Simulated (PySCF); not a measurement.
All numbers come from PySCF, PBE0, basis Tc def2-SVP with ECP28, Se def2-SVP (scalar-relativistic core potentials, no spin–orbit coupling, density fitting). Open shells, if any, are unrestricted.

Problem. What spin state, shape and geometry does isolated TcSe2 take (every ligand bound to Tc)?

Solution. Formally Tc is in oxidation state +4, d3, with 3 unpaired electrons (the high-spin count). The Mulliken spin on Tc is 3.28. The polar-tensor charge on Tc, 0.73, is far below the formal one. The lowest minimum found is a quartet of C2v symmetry with Tc–Se 2.224 Å (×2); Se–Tc–Se 124.3°. Its harmonic wavenumbers are 73 (a1), 331 (a1), 405 (b2) cm⁻¹ and its dipole moment is 1.68 D.

This need not be the most stable arrangement of these atoms. With open d or f shells other occupations or spin states may lie lower.
